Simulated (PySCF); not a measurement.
Radial density of Cu²⁺ (copper, charge +2)

TPSS, [Ar] 3d8 4p1, one real determinant (an excited configuration). Calculation: PySCF 2.14, in x2c-QZVPPall; the spin-free X2C one-electron Hamiltonian (Gaussian nucleus).

```
r (bohr)  4πr²ρ (e/bohr)  4πr²(ρα − ρβ)
0.000988          0.2908         0.0000
 0.00166          0.7347         0.0000
 0.00280           1.814        -0.0001
 0.00470           4.304        -0.0001
 0.00791           9.527        -0.0003
  0.0133           18.73        -0.0004
  0.0224           30.15        -0.0001
  0.0376           35.33         0.0030
  0.0633           29.37         0.0160
   0.106           31.86         0.0628
   0.179           39.80         0.2741
   0.301           21.15         1.1044
   0.507           21.04         2.3227
   0.852           15.80         1.7704
    1.43           3.237         0.7131
    2.41          0.6560         0.5056
    4.06          0.1084         0.1069
    6.82        0.001371         0.0014
```

Densities and radii are taken from the X2C orbitals without a picture-change correction, which distorts them close to the nucleus.

⟨L²⟩ = 14.01 against 20 for a pure G term, so this real determinant mixes terms.
